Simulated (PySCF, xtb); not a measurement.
In(Br)(Me)(OEt) (C3H8BrInO), SMILES CC[O][In]([CH3])[Br].

GFN2-xTB in xtb 6.7.1 at its own geometry gives an orbital gap of 2.85 eV and a dipole moment of 7.14 D.

The structure is a stationary point at PBE-D3(BJ)/def2-SVP. The def2 effective core potentials stand for the cores of In; spin–orbit coupling is left out. Other conformers were not sampled.

### Question
What does r2SCAN/def2-TZVP (PySCF) give? (The exact figures need the calculation; the answer reports its results.)

### Answer
gap 4.18 eV (levels -6.38 and -2.20 eV), dipole 4.12 D.
